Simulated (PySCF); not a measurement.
This script is equivalent to a calculation on Re (rhenium, neutral).

```python
from pyscf import gto, scf, dft, mp, cc
import basis_set_exchange as bse
txt = bse.get_basis("aug-cc-pVQZ-PP", elements=["Re"], fmt="nwchem", header=False)
cut = txt.index("\nECP")
mol = gto.M(atom="Re 0 0 0", charge=0, spin=5, symmetry="D2h",
            basis=gto.basis.parse(txt[:cut]),
            ecp={"Re": gto.basis.parse_ecp(txt[cut:])})
mf = scf.UHF(mol)
mf.irrep_nelec = {'Ag': (4, 2), 'B1g': (1, 0), 'B2g': (1, 0), 'B3g': (1, 0), 'B1u': (1, 1), 'B2u': (1, 1), 'B3u': (1, 1)}
mf.kernel()
```

(1) What total energy does it give?

(2) Which occupied shell lies highest, and where?

(3) What is ⟨S²⟩, and what would a pure spin state give?

Energies and moments cover only the electrons outside the core potential. Spin-orbit coupling, which splits the p, d and f shells strongly at this Z, is absent.

Results:

(1) -77.83842 hartree (calculated).

(2) 6s β, at -6.085 eV.

(3) 8.803, against 8.75.
